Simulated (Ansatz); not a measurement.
Job for Ansatz (a quantum-chemistry and plane-wave program): R-wB97M-V/def2-TZVPP on H3InO (SMILES [OH][InH2]), a point of a torsion scan. Elements past Kr take the def2 small-core potentials; no spin–orbit coupling.

Ansatz 0.2 input:
```yaml
crystal:
  periodic: [false, false, false]
  atoms:
    - {symbol: O, position_ang: [1.28845894, -0.37275862, -0.28213888]}
    - {symbol: In, position_ang: [-0.56010845, 0.14264325, -0.43341411]}
    - {symbol: H, position_ang: [1.92285753, 0.05575086, 0.29014177]}
    - {symbol: H, position_ang: [-1.40821405, -0.81508068, -1.52921389]}
    - {symbol: H, position_ang: [-1.20101804, 1.43637789, 0.47231494]}
basis:
  gaussian:
    orbitals: def2-TZVPP
hamiltonian:
  xc: {name: wB97M-V}
scf: {lower_state_search: off}
```

Program output:

```
WARN ansatz: RAYON_NUM_THREADS=1 ignored (pool sized by the plan → 1); use --threads N
Functional definition: wB97M-V
these checks for a lower state are left out or cut short: stability, starts, cluster_reference, orbital_swaps, neighbouring_geometries, increment
integrals: 0.05 GiB planned
752 factors; their error is unknown
integrals: 0.08 GiB planned
177 factors; integrals over basis functions are off by at most 2.3e-5 eV
mean field: 0.49 GiB planned
mean field evaluation 1: about -7262.9282 eV, gradient 5.5e1 eV
mean field evaluation 2: about -7256.5442 eV, gradient 8.2e1 eV
mean field evaluation 4: about -7268.1676 eV, gradient 1.1e0 eV
mean field evaluation 8: about -7268.1990 eV, gradient 4.0e-2 eV
mean field evaluation 16: about -7268.1990 eV, gradient 1.2e-5 eV
mean field -7268.19896604 eV, -267.1013854397 hartree, gradient 2.8e-6 eV, S^2 0.000000; 0 other end points of the search recorded, 0 dependent functions left out
reference -7268.19903023 eV, -267.1013877987 hartree; 16, 16 occupied and 107, 107 virtual orbitals, 752 factors
Total energy: -7268.19903023 eV, -267.1013877987 hartree
Checks for a lower state left out: stability, starts, cluster_reference, orbital_swaps, neighbouring_geometries, increment
```

Self-consistency was reached.

Cost: roughly 3 core-seconds.
